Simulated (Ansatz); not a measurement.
A displaced shape of doublet YO:

```yaml
atoms:
  - { symbol: Y, position_ang: [0.0079, -0.0063, -0.3539] }
  - { symbol: O, position_ang: [0.0196, 0.0458, 1.4821] }
```

It was optimised with PBE0/def2-SVP (with the core potentials of the set past Kr) in Ansatz (development build ahead of 0.2.0) to forces under 0.001 eV/Å, with unrestricted orbitals. Each step stands on the lowest determinant of that kind that the program's search found.

Question: What shape does it relax to, and how does the optimisation go?

Answer:

```xyz
2

Y     0.0081   -0.0056   -0.3312
O     0.0194    0.0452    1.4594
```

Bond lengths: Y1–O2 1.791 Å.

```csv
step,E − E(start) (eV),largest force (eV/Å)
1,0.0000,1.6794
2,-0.0394,0.0577
3,-0.0394,0.0011
4,-0.0394,0.0000
```

The optimisation ended after 4 steps with its threshold met.
